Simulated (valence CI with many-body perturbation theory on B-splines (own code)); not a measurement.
# A CI+MBPT run for Au LXXIV

Calculated by configuration interaction combined with many-body perturbation theory (CI+MBPT): four valence electrons over a frozen Dirac-Fock core [He], a basis of 11 s, 11 p, 9 d, 7 f, 5 g, 2 h, 1 i functions for each j, with the one-electron correlation potential Σ1 (screened to all orders), the two-electron term Σ2, the three-electron term Σ3, Breit, model QED; selected single and double excitations, second order for the rest (own B-spline code, finite nucleus).

Command, and the settings that its task file holds:

```sh
python run_cv.py task.json out
```

```
atom Au  Z=79  mass_number=197  rms_radius_fm=5.4371
core [He]
valence 2s2 2p2
avg = 1
basis = L
breit = 1
cap = 40000
capref = 1200
cscale = 1
de = 0.0
dress = 0
eps = 2e-08
h = 0.27
hh = 1
l2 = 3
lcore = 6
maxit = 60
n2 = 5
natural = 1
nlev = 60
nno = [7, 7, 6, 5, 4, 2, 1]
nroot = 26
nsp = [4, 4, 3, 2, 1, 0, 0]
pt2 = 1
qed = 1
rpa = 1
s1 = 1
s2 = 1
s3 = 1
screen = 1
tol = 2e-05
```

It took 4 min on 1 thread of Arm Neoverse V2, with other jobs on the host.

Log. The first blocks belong to the next ion, which gives the ionisation energy. Fields: 2J, parity (1 odd), roots, reference size, generating configurations, candidates as configurations/state functions, variational space P, stored matrix elements, Davidson steps; e2 is the range of second-order energies in hartree. The first line gives the box (bohr), its intervals, the orbitals and the steps of their self-consistent field. Window is the range of levels sought, series limit the energy at which the first omitted orbital would enter, core excitation an estimate of the first excitation out of the core, left out the lowest levels not solved, and shifts from estimates the range by which levels moved from their first estimate, all in cm⁻¹.

```
rmax 1.1 intervals 53 orbitals 81 references ['2s2 2p2', '2s 2p3', '2p4'] scf 2 t 0.5
2J=1 par=1 roots 2 ref 40 generators 2 cand 2895/4152 P 1804/2739 nnz 1.5e+06 it 5
2J=1 par=1 roots 2 ref 40 generators 2 cand 1123/1453 P 2050/3135 nnz 2.1e+06 it 4
   second order: generators 2 cand 877/1057 e2 -0.00000 -0.00000
reference levels 672, estimated 467, window 119402384 1/cm; series limit 147251706, core excitation 548697718
2J=0 par=0 roots 13 ref 38 generators 13 cand 19838/32896 P 5410/8000 nnz 3.5e+06 it 7
2J=0 par=0 roots 13 ref 38 generators 19 cand 19525/32322 P 14035/23010 nnz 2.3e+07 it 6
   second order: generators 21 cand 13055/21525 e2 -0.00003 -0.00000
2J=2 par=0 roots 21 ref 82 generators 15 cand 27063/97248 P 2694/7999 nnz 5.1e+06 it 5
2J=2 par=0 roots 21 ref 82 generators 22 cand 26909/97319 P 11498/39999 nnz 7.4e+07 it 8
   second order: generators 25 cand 24559/86492 e2 -0.00072 -0.00017
2J=4 par=0 roots 23 ref 91 generators 16 cand 27943/131828 P 2470/7999 nnz 5.6e+06 it 5
2J=4 par=0 roots 23 ref 91 generators 21 cand 26714/127560 P 9654/39996 nnz 8.1e+07 it 7
   second order: generators 23 cand 24749/122476 e2 -0.00145 -0.00044
2J=4 par=1 roots 19 ref 99 generators 14 cand 27933/131651 P 2388/7997 nnz 5.8e+06 it 6
2J=4 par=1 roots 19 ref 99 generators 21 cand 26731/127393 P 9517/39999 nnz 8.3e+07 it 8
   second order: generators 22 cand 19602/95391 e2 -0.00112 -0.00029
2J=2 par=1 roots 20 ref 88 generators 15 cand 25146/92415 P 2857/7998 nnz 5.2e+06 it 5
2J=2 par=1 roots 20 ref 88 generators 22 cand 23677/88143 P 11824/39997 nnz 7.7e+07 it 7
   second order: generators 25 cand 19860/70341 e2 -0.00060 -0.00008
2J=6 par=1 roots 9 ref 76 generators 8 cand 24483/130251 P 2552/8000 nnz 5.7e+06 it 5
2J=6 par=1 roots 9 ref 76 generators 13 cand 23166/125962 P 9128/39999 nnz 9.1e+07 it 7
   second order: generators 16 cand 21929/121782 e2 -0.00053 -0.00022
2J=0 par=1 roots 8 ref 34 generators 7 cand 14800/23658 P 5216/8000 nnz 3.7e+06 it 5
2J=0 par=1 roots 8 ref 34 generators 12 cand 12347/19820 P 10830/17595 nnz 1.6e+07 it 7
   second order: generators 15 cand 11937/19164 e2 -0.00002 -0.00000
2J=6 par=0 roots 12 ref 61 generators 7 cand 24388/130189 P 2334/8000 nnz 5.8e+06 it 6
2J=6 par=0 roots 12 ref 61 generators 12 cand 25882/136339 P 8309/39993 nnz 9.5e+07 it 9
   second order: generators 14 cand 25310/139855 e2 -0.00065 -0.00033
2J=8 par=1 roots 3 ref 44 generators 3 cand 14307/79525 P 2325/7999 nnz 6e+06 it 5
2J=8 par=1 roots 3 ref 44 generators 6 cand 14172/78883 P 6911/32038 nnz 8.1e+07 it 7
   second order: generators 7 cand 12488/75144 e2 -0.00007 -0.00004
2J=8 par=0 roots 5 ref 28 generators 3 cand 16397/99319 P 2327/7997 nnz 5.7e+06 it 5
2J=8 par=0 roots 5 ref 28 generators 6 cand 17809/117776 P 7621/39993 nnz 1.2e+08 it 5
   second order: generators 7 cand 15255/103703 e2 -0.00011 -0.00004
2J=10 par=0 roots 2 ref 8 generators 2 cand 8561/47650 P 2330/7989 nnz 8.1e+06 it 4
2J=10 par=0 roots 2 ref 8 generators 2 cand 7357/42169 P 4635/21406 nnz 5.5e+07 it 5
   second order: generators 3 cand 8629/57174 e2 -0.00005 -0.00003
left out: unestimated 139532020, estimated 126795019, shifts from estimates -102 to 144
operators 0.2
```

The Davidson iterations converged.

No measured spectrum was set against this ion. As an estimate, large intervals hold to a few tenths of a per cent, small ones and those within an open d or f shell to about a per cent. Among the levels kept, up to 300 cm⁻¹ of a level comes from second order outside the variational space, and about a tenth of that is noise between levels of different J, which matters for small intervals.

- Valence energy: -3262.267 hartree
- Ionisation energy: 21474 eV (NIST: 21470 ± 90 eV (theoretical))
- Reference configurations for the orbitals: 2s2 2p2, 2s 2p3, 2p4
- Radial orbitals: 81
- Box radius: 1.139 bohr
- Largest variational space: 39999
- Lowest levels: (2s^2 2p1/2^2) J=0 0.00, (2s^2 2p1/2 2p3/2) J=1 15454, (2s^2 2p1/2 2p3/2) J=2 15601, (2s 2p1/2^2 2p3/2) J=2 18175, (2s 2p1/2^2 2p3/2) J=1 18950, (2s^2 2p3/2^2) J=2 31289, (2s^2 2p3/2^2) J=0 31848, (2s 2p1/2 2p3/2^2) J=2 [a] 33380, (2s 2p1/2 2p3/2^2) J=3 33749, (2s 2p1/2 2p3/2^2) J=0 34325, (2s 2p1/2 2p3/2^2) J=1 [a] 34524, (2s 2p1/2 2p3/2^2) J=2 [b] 34591, (2s 2p1/2 2p3/2^2) J=1 [b] 34632, (2p1/2^2 2p3/2^2) J=2 37468 × 10³ cm⁻¹

Levels are named by their leading jj configuration (3d3/2^4 stands for four electrons in 3d with j = 3/2), which in mixed levels can hold well under half, so a name can repeat and another be missing. Letters in brackets count levels of one name in rising energy.
